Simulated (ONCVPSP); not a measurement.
# Before and after: ONCV potential for Ta (Z = 73)

ONCVPSP 4.0.1 input, shortened (lines: element, Z, core and valence counts, functional; n l f; lmax; l rc ep ncon nbas qcut; lloc lpopt rc5 dvloc0; l nproj debl; icmod fcfact rcfact), PBE, scalar-relativistic:

```
  Ta 73.00   10    3        4      upf
    1    0    2.00
    2    0    2.00
    2    1    6.00
    3    0    2.00
    3    1    6.00
    3    2   10.00
    4    0    2.00
    4    1    6.00
    4    2   10.00
    4    3   14.00
    5    0    2.00
    5    1    6.00
    5    2    3.00
    2
    0    1.85    0.00    5    8    8.30
    1    2.15    0.00    4    8    5.40
    2    1.95    0.00    3    8    4.30
    4    2    1.55    0.00
    0    3    1.60
    1    2    2.90
    2    2    1.50
    1    0.55    0.00
```

In the s channel the program set the typed energies aside and used -3.254, 0.050, 1.650 Ha.

All-electron outer shells of the reference configuration (PBE, scalar-relativistic, ld1.x):

```json
{"shell": "5p", "level (eV)": "-54.95", "outermost node (bohr)": "0.58", "outermost maximum (bohr)": "1.13"}
{"shell": "4f", "level (eV)": "-40.27", "outermost node (bohr)": "–", "outermost maximum (bohr)": "0.44"}
{"shell": "5d", "level (eV)": "-18.31", "outermost node (bohr)": "0.65", "outermost maximum (bohr)": "1.54"}
```

Change: d: qcut 3.3.

Cutoffs: the cutoffs (Ha) at which the residual kinetic energy of the hardest occupied pseudo-wave falls to 1 and 0.1 mHa per electron; they do not see the model core or the augmentation charge, which bear on the density cutoff. Errors are all-electron minus pseudo energies relative to the spin-unpolarised reference configuration.

Q: How do hardness, ghosts and transferability respond?

A: The potential gets harder (26 Ha and 69 Ha → 66 Ha and 113 Ha); of the 4 tests that both files solve, the error grows in 2 and shrinks in 1 by more than 15 % and 0.3 meV (median size 4.7 → 9.0 meV); neither file shows a bound ghost.

| quantity | base | changed |
| --- | --- | --- |
| cutoff, loose | 26 Ha | 66 Ha |
| cutoff, tight | 69 Ha | 113 Ha |
| loose cutoff by channel | s 24 Ha, p 11 Ha, d 26 Ha | s 24 Ha, p 11 Ha, d 66 Ha |
| bound ghosts | none | none |
| GHOST(+) flags under 300 eV | none | none |
| error for 5s2 5p6 5d3 6s2, meV [ΔE -23.44 eV] | +4.1 | +5.6 |
| error for 5s2 5p6 5d3 6s1, meV [ΔE -14.97 eV] | +3.1 | +3.2 |
| error for 5s2 5p6 5d2, meV [ΔE 23.60 eV] | -18 | -13 |
| error for 5s2 5p6 5d2 6s2, meV [ΔE -15.76 eV] | +5.4 | +15 |
| s: phases at 1.88 bohr within 0.05 rad from the reference energy up to (Ha; the scan ends near 5) | to the end of the scan | to the end of the scan |
| p: phases at 2.18 bohr within 0.05 rad from the reference energy up to (Ha; the scan ends near 5) | to the end of the scan | to the end of the scan |
| d: phases at 1.98 bohr within 0.05 rad from the reference energy up to (Ha; the scan ends near 5) | 2.7 | 2.2 |
| rms error of d²Exc/dni dnj with the model core, mHa | 0.87 | 0.99 |
